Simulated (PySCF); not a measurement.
Br2, SMILES BrBr (connectivity only; charge and spin as stated), charge -1, multiplicity 2. Atoms are numbered in the order given.

```xyz
2

Br     0.0000     0.0000    -1.4700
Br     0.0000     0.0000     1.4700
```
Charge -1, spin multiplicity 2.

Geometry: PBE-D3(BJ)/def2-TZVPD.

The numbers are results of PBE-D3(BJ)/def2-TZVPD in PySCF, not measurements.

Frequencies are harmonic and unscaled.

Task: Estimate the vibrational spectrum. (An estimate is asked for; the answer gives what the named calculation found.)

Result: 
| mode | ν (cm⁻¹) | IR (km/mol) | moving atoms (share of kinetic energy) |
|---|---|---|---|
| 1 | 124 | 0.0 | Br 100 % |
